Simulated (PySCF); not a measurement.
# Al: excitation energy

Al [Ne] 3s2 3p1 (2P) → Al [Ne] 3s1 3p1 4s1 (4P), as a difference of total energies. Computed with PySCF 2.14 in aug-cc-pV(T+d)Z (6s5p4d2f, 55 functions), with no relativity, point nucleus. Correlated levels: valence: [Ne] frozen. The calculations carry no spin-orbit coupling.

```tsv
method	excitation energy (eV)
UHF	6.414
LDA	7.579
PBE	7.487
PBE0	7.436
r2SCAN	7.314
wB97M-V	7.689
revPBE	7.433
TPSS	7.527
B2PLYP	7.635
MP2 (valence)	7.226
SCS-MP2 (valence)	7.475
```

Q: How much does correlation contribute at MP2 (valence)?

A: 7.226 − (6.414) = 0.812 eV, measured against UHF.

The upper state lies above the first ionisation limit, but in LS coupling its spin forbids autoionisation to the ground ion. A Rydberg-like electron needs more diffuse functions than a valence basis has.

The promoted electron is Rydberg-like, and one or two diffuse shells describe it only roughly, which tends to raise the upper state.
